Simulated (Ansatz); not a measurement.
## Ansatz input wanted

C2H8GaN: 12 atoms, total charge 0, spin state triplet. SMILES of the parent species: `[CH3][Ga]([CH3])[NH2]`. The coordinates come from a PBE0-D4/def2-TZVP relaxation. That shape belongs to the parent species and isn't relaxed for this state.

| atom | x (Å) | y (Å) | z (Å) |
| --- | --- | --- | --- |
| C | -0.4966 | 1.7951 | -0.3831 |
| Ga | -0.0788 | -0.0979 | -0.0520 |
| C | 1.4423 | -0.7830 | 0.9894 |
| N | -1.2068 | -1.3332 | -0.7791 |
| H | -1.3899 | 1.9103 | -0.9990 |
| H | -0.6593 | 2.3233 | 0.5599 |
| H | 0.3361 | 2.2901 | -0.8892 |
| H | 1.4143 | -0.3972 | 2.0116 |
| H | 1.4434 | -1.8733 | 1.0341 |
| H | 2.3877 | -0.4567 | 0.5484 |
| H | -2.0172 | -1.1049 | -1.3294 |
| H | -1.0982 | -2.3280 | -0.6775 |

Settings wanted:

```
basis set              : cc-pVDZ
core potential         : none
integral approximation : none
task                   : energy
method                 : DFT
functional             : BLYP
dispersion             : none
reference              : UKS
accuracy               : high
```

**Question.** Write the Ansatz 0.2.0 input and the command.

**Answer.** This one ran through:

input.yaml:
```yaml
crystal:
  periodic: [false, false, false]
  atoms:
    - {symbol: C, position_ang: [-0.496600, 1.795100, -0.383100]}
    - {symbol: Ga, position_ang: [-0.078800, -0.097900, -0.052000]}
    - {symbol: C, position_ang: [1.442300, -0.783000, 0.989400]}
    - {symbol: N, position_ang: [-1.206800, -1.333200, -0.779100]}
    - {symbol: H, position_ang: [-1.389900, 1.910300, -0.999000]}
    - {symbol: H, position_ang: [-0.659300, 2.323300, 0.559900]}
    - {symbol: H, position_ang: [0.336100, 2.290100, -0.889200]}
    - {symbol: H, position_ang: [1.414300, -0.397200, 2.011600]}
    - {symbol: H, position_ang: [1.443400, -1.873300, 1.034100]}
    - {symbol: H, position_ang: [2.387700, -0.456700, 0.548400]}
    - {symbol: H, position_ang: [-2.017200, -1.104900, -1.329400]}
    - {symbol: H, position_ang: [-1.098200, -2.328000, -0.677500]}
basis:
  gaussian:
    orbitals: cc-pVDZ
magnetization:
  spin_polarized: true
  initial_magnetization: 2
hamiltonian:
  xc: {name: BLYP}
accuracy: high
output: {orbitals: {seedname: orbitals}}
```

```bash
$ ansatz run input.yaml --threads 1 --pin off --max-ram 3480MiB --events-out events.jsonl --progress --plain --runs-dir runs
```

Calculated total energy: -2060.41913 Eh. The top electron of this state is barely bound (Rydberg-like), so the basis sets its energy.
